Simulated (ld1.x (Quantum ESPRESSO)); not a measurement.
**Transferability test, TM potential for antimony (Sb)**

antimony, norm-conserving Troullier–Martins (Kleinman–Bylander form), made with ld1.x (Quantum ESPRESSO) 7.5 (revPBE, fully relativistic). Core [Kr], reference 4d10 5s2 5p3. Waves: 5p (bound): rc 2.55 bohr; 4d (bound): rc 1.25 bohr; 5s (bound): rc 2.05 bohr. Local part: the s channel. Core correction: Bessel-smoothed model core inside 1.00 bohr.

Open shells are filled in proportion to 2j + 1 (rel_dist='average').

Energies are relative to the spin-unpolarised reference configuration 4d10 5s2 5p3; without spin polarisation the order of configurations can differ from experiment. Not all tests gave a result: 1 of 7 tests not solved or not reliable. Left out of the table: 4d9 5s2 5p4 (solver errors, printed error -433 meV).

| valence configuration | charge | ΔE all-electron (eV) | error AE − PS (meV) |
| --- | --- | --- | --- |
| 4d10 5s2 5p2 | +1 | 8.279 | +1.0 |
| 4d10 5s2 5p1 | +2 | 24.187 | +2.1 |
| 4d10 5s1 5p3 | +1 | 16.968 | +2.9 |
| 4d10 5s2 5p2.5 | +0.5 | 3.245 | +0.2 |

Problem. What are ΔE and the potential's error for 4d10 5s1 5p4?

Solution. ΔE = 8.063 eV all-electron; the error (AE − PS) is -1.1 meV.

Problem. What are ΔE and the potential's error for 4d10 5s2 5p0?

Solution. ΔE = 48.501 eV all-electron; the error (AE − PS) is -7.4 meV.

Levels in the configuration 4d10 5s2 5p0:

| level | all-electron (eV) | pseudo (eV) |
| --- | --- | --- |
| 4d j=3/2 | -63.467 | -63.242 |
| 4d j=5/2 | -62.210 | -61.991 |
| 5s j=1/2 | -38.739 | -38.747 |
